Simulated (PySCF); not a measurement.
C₆H₉O, doublet, geometry from GFN2-xTB; PySCF with MN12L/STO-3G.

PySCF was given this input:
```python
from pyscf import gto, scf, dft

mol = gto.M(
    atom='''
O    -2.30991040    0.16261397    0.32350552
C    -1.11853851    0.07874331    0.15665256
C    -0.19376152    1.26653046    0.28011446
C     1.06928310    1.12646069   -0.57215067
C     1.78605069   -0.12573509   -0.25013838
C     1.01961696   -1.27351588    0.27959790
C    -0.43509445   -1.22226002   -0.19204248
H    -0.74557191    2.17538625    0.03401302
H     0.08950526    1.33091202    1.33516272
H     1.72187303    1.99176583   -0.42130000
H     0.77448763    1.14772450   -1.63394651
H     2.84732669   -0.20044721   -0.39877126
H     1.48075649   -2.21722578   -0.02723183
H     1.02631754   -1.27449828    1.38174174
H    -1.01805368   -2.05122986    0.21298471
H    -0.46269552   -1.30464002   -1.28289701
''',
    basis='sto-3g',
    spin=1,
    verbose=4,
)

mf = dft.UKS(mol)
mf.xc = 'mn12l'
mf.kernel()
```

Task: Predict the main parts of the log of this PySCF run.

Result: 
```
PySCF version 2.14.0

[INPUT] verbose = 4
[INPUT] num. atoms = 16
[INPUT] num. electrons = 53
[INPUT] charge = 0
[INPUT] spin (= nelec alpha-beta = 2S) = 1
[INPUT] symmetry False subgroup None
[INPUT] Mole.unit = angstrom
[INPUT] Symbol           X                Y                Z      unit          X                Y                Z       unit  Magmom
[INPUT]  1 O     -2.309910400000   0.162613970000   0.323505520000 AA   -4.365098028285   0.307295867328   0.611336832585 Bohr   0.0
[INPUT]  2 C     -1.118538510000   0.078743310000   0.156652560000 AA   -2.113731443679   0.148803290042   0.296030435112 Bohr   0.0
[INPUT]  3 C     -0.193761520000   1.266530460000   0.280114460000 AA   -0.366156206279   2.393395697819   0.529339612930 Bohr   0.0
[INPUT]  4 C      1.069283100000   1.126460690000  -0.572150670000 AA    2.020652208626   2.128702194189  -1.081208068286 Bohr   0.0
[INPUT]  5 C      1.786050690000  -0.125735090000  -0.250138380000 AA    3.375146648690  -0.237604884348  -0.472693031442 Bohr   0.0
[INPUT]  6 C      1.019616960000  -1.273515880000   0.279597900000 AA    1.926796806362  -2.406596228484   0.528363456004 Bohr   0.0
[INPUT]  7 C     -0.435094450000  -1.222260020000  -0.192042480000 AA   -0.822209348818  -2.309736690805  -0.362907691482 Bohr   0.0
[INPUT]  8 H     -0.745571910000   2.175386250000   0.034013020000 AA   -1.408926716069   4.110884227645   0.064275292469 Bohr   0.0
[INPUT]  9 H      0.089505260000   1.330912020000   1.335162720000 AA    0.169140428108   2.515059213692   2.523091872529 Bohr   0.0
[INPUT] 10 H      1.721873030000   1.991765830000  -0.421300000000 AA    3.253868447975   3.763891922967  -0.796141616279 Bohr   0.0
[INPUT] 11 H      0.774487630000   1.147724500000  -1.633946510000 AA    1.463569507563   2.168884971453  -3.087711406089 Bohr   0.0
[INPUT] 12 H      2.847326690000  -0.200447210000  -0.398771260000 AA    5.380667631264  -0.378790329333  -0.753568467748 Bohr   0.0
[INPUT] 13 H      1.480756490000  -2.217225780000  -0.027231830000 AA    2.798224223272  -4.189949480525  -0.051460700571 Bohr   0.0
[INPUT] 14 H      1.026317540000  -1.274498280000   1.381741740000 AA    1.939459067437  -2.408452695429   2.611113463480 Bohr   0.0
[INPUT] 15 H     -1.018053680000  -2.051229860000   0.212984710000 AA   -1.923842635306  -3.876262653930   0.402482770620 Bohr   0.0
[INPUT] 16 H     -0.462695520000  -1.304640020000  -1.282897010000 AA   -0.874367811863  -2.465412328947  -2.424323994923 Bohr   0.0

nuclear repulsion = 300.335347603025
number of shells = 30
number of NR pGTOs = 132
number of NR cGTOs = 44
basis = sto-3g
ecp = {}

******** <class 'pyscf.dft.uks.UKS'> ********
method = UKS
initial guess = minao
damping factor = 0
level_shift factor = 0
DIIS = <class 'pyscf.scf.diis.CDIIS'>
diis_start_cycle = 1
diis_space = 8
diis_damp = 0
SCF conv_tol = 1e-09
SCF conv_tol_grad = None
SCF max_cycles = 50
direct_scf = True
direct_scf_tol = 1e-13
number electrons alpha = 27  beta = 26
XC library pyscf.dft.libxc version 7.1.2
    S. Lehtola, C. Steigemann, M. J. T. Oliveira, and M. A. L. Marques,  SoftwareX 7, 1–5 (2018)
XC functionals = mn12l
    R. Peverati and D. G. Truhlar,  Phys. Chem. Chem. Phys. 14, 13171 (2012)
    R. Peverati and D. G. Truhlar,  Phys. Chem. Chem. Phys. 14, 13171 (2012)
radial grids:
    Treutler-Ahlrichs [JCP 102, 346 (1995); DOI:10.1063/1.469408] (M4) radial grids

becke partition: Becke, JCP 88, 2547 (1988); DOI:10.1063/1.454033
pruning grids: <function nwchem_prune>
grids dens level: 3
symmetrized grids: False
atomic radii adjust function: <function treutler_atomic_radii_adjust>
small_rho_cutoff = 0
Set gradient conv threshold to 3.16228e-05
tot grids = 187064
init E= -304.988155637207

cycle= 1 E= -304.0737963021  delta_E= 0.914  |g|= 0.446  |ddm|= 3.69

cycle= 2 E= -302.840787954705  delta_E= 1.23  |g|= 1.31  |ddm|= 2.24
cycle= 3 E= -304.166942010777  delta_E= -1.33  |g|= 0.231  |ddm|= 1.99
cycle= 4 E= -304.216698233092  delta_E= -0.0498  |g|= 0.0272  |ddm|= 0.565
cycle= 5 E= -304.217407318248  delta_E= -0.000709  |g|= 0.0093  |ddm|= 0.0514
cycle= 6 E= -304.217492307962  delta_E= -8.5e-05  |g|= 0.00206  |ddm|= 0.0206
cycle= 7 E= -304.217495425575  delta_E= -3.12e-06  |g|= 0.000688  |ddm|= 0.00394
cycle= 8 E= -304.217495815408  delta_E= -3.9e-07  |g|= 0.000173  |ddm|= 0.00126
cycle= 9 E= -304.217495866201  delta_E= -5.08e-08  |g|= 5.8e-05  |ddm|= 0.000528
cycle= 10 E= -304.21749587464  delta_E= -8.44e-09  |g|= 2.2e-05  |ddm|= 0.000225
cycle= 11 E= -304.217495876111  delta_E= -1.47e-09  |g|= 1.3e-05  |ddm|= 9.59e-05
cycle= 12 E= -304.217495876504  delta_E= -3.93e-10  |g|= 4.37e-06  |ddm|= 6.11e-05
Extra cycle  E= -304.217495876487  delta_E= 1.61e-11  |g|= 7.9e-06  |ddm|= 1.41e-05
converged SCF energy = -304.217495876487  <S^2> = 0.75821411  2S+1 = 2.0081973
```
